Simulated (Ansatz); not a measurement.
BeFH (SMILES [BeH][F]) moved off its minimum; all values from Ansatz (an electronic-structure program), cores frozen in correlated methods.
(charge 0, multiplicity 1)
```xyz
3

Be     0.02300     0.03479    -0.74416
H      0.00993     0.01685    -2.09654
F      0.01564     0.06125     0.59262
```

Forces at B3LYP/def2-TZVPP (eV/Å):

```tsv
atom	Fx	Fy	Fz
Be1	-0.029	-0.020	-1.848
H2	0.020	-0.001	0.422
F3	0.009	0.021	1.427
```

Problem. Give the forces (eV/Å), the total energy and the dipole at CCSD(T)/aug-cc-pVTZ.

Solution. 
```
atom      Fx      Fy      Fz
----  ------  ------  ------
Be1   -0.024  -0.022  -1.889
H2     0.018  -0.002   0.345
F3     0.006   0.024   1.544
```
Energy -115.1052 hartree, dipole 0.53 D.
